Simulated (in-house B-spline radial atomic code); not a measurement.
**Solving the quasi-particle equation for 5p up of La6+**

Configuration [Kr] 4d10 5s2 5p3, highest spin, start r2SCAN; correlation leaves out the 9 deepest shells, empty levels kept to 490 hartree. Computed with an all-electron radial atomic-structure program (B-spline basis): all electrons, scalar-relativistic (spin-free one-electron X2C), finite nucleus, each spin shell either full or empty, empty states to l = 9 with an (l + 1/2)⁻⁴ tail; G0W0 by contour deformation at full frequency.

Spin-orbit coupling, left out, splits p levels strongly here.

Spin-orbit coupling splits this shell strongly; the level is its average.

At the mean-field level ε = -85.17 eV the matrix elements are Σx = -28.404 eV, v_xc = -22.605 eV and Σc(ε) = -0.573 eV, and the slope of the correlation self-energy is dΣc/dω = -0.0496. The quasi-particle energy solves E = ε + Σx − v_xc + Σc(E).

What does the linearised equation give?

Z = 1/(1 − dΣc/dω) = 1/1.0496 = 0.9527. The first-order shift is Σx − v_xc + Σc(ε) = -28.404 − (-22.605) + (-0.573) = -6.372 eV, so E ≈ ε + Z × shift = -85.17 + 0.9527 × (-6.372) = -91.241 eV.

How does that compare with the full solution and with static screening?

Solving the equation at full frequency dependence gives E = -91.206 eV, where Σc = -0.237 eV and the weight is 0.939; the linearised value is off by 35 meV. Leaving Z out would give -91.542 eV. Static COHSEX puts -2.389 eV in place of Σc and gives -93.358 eV, 2.15 eV deeper.
